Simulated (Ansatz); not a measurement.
`[F][Sn]([SH])([Cl])[Cl]` + H₂S → `[SH][Sn]([SH])([Cl])[Cl]` + H–F at 400 K and 1 bar (ligand exchange at the Sn–F bond).

Computed with Ansatz on PBE0-D4/def2-TZVP structures; ΔE is electronic, products minus reactants. CCSD(T)/CBS is the MP2 limit (def2-TZVPP, def2-QZVPP) plus CCSD(T) − MP2 in def2-TZVPP, frozen cores. This one scheme is used for every species. Elements past krypton have def2 core potentials. For Sn outer-core shells are correlated without core-valence functions, which leaves a few kJ/mol of doubt a bond. One conformer a species, not always the lowest.

```csv
species,CCSD(T)/CBS energy (Eh),H − E (kJ/mol),S (J/(mol·K))
`[F][Sn]([SH])([Cl])[Cl]`,-1631.90568,71.0,430.7
H₂S,-398.97279,53.4,215.9
`[SH][Sn]([SH])([Cl])[Cl]`,-1930.49002,94.6,451.5
H–F,-100.39570,36.5,182.2
```

H − E and S are ideal-gas, rigid-rotor, harmonic terms from PBE0-D4/def2-TZVP, for one conformer and one mirror image of each species. 1 Eh = 2625.50 kJ/mol, R = 8.31446 J/(mol·K).

Task: By hand: ΔE, ΔH, ΔS and ΔG.

Result: ΔE = (-1930.49002) + (-100.39570) − (-1631.90568) − (-398.97279) = -0.00725 Eh = -19.0 kJ/mol. Δ(H − E) = 94.6 + 36.5 − 71.0 − 53.4 = 6.7, so ΔH = -12.3 kJ/mol. ΔS = 451.5 + 182.2 − 430.7 − 215.9 = -12.9 J/(mol·K). ΔG = -12.3 − 400 × (-12.9)/1000 = -7.1 kJ/mol.

Task: By hand: the equilibrium constant, and the temperature at which ΔG would vanish if ΔH and ΔS stayed fixed.

Result: log₁₀ K = −ΔG/(RT ln 10) = 0.9. ΔG = 0 at ΔH/ΔS = 953 K, though so small a ΔS makes that figure unsure.

TΔS isn't small against ΔH here. A doubt of 5 kJ/mol in ΔE shifts log₁₀ K by 0.7 here. Other conformers and mirror images would add mixing entropy, several J/(mol·K) or more a flexible species. Modes under 60 cm⁻¹, often nearly free rotors, make the harmonic entropy too high. These are equilibria of isolated gas molecules and say nothing of rates. Largest T1 diagnostic: 0.012 (customary marks: 0.02 for closed shells, 0.045 for open ones).
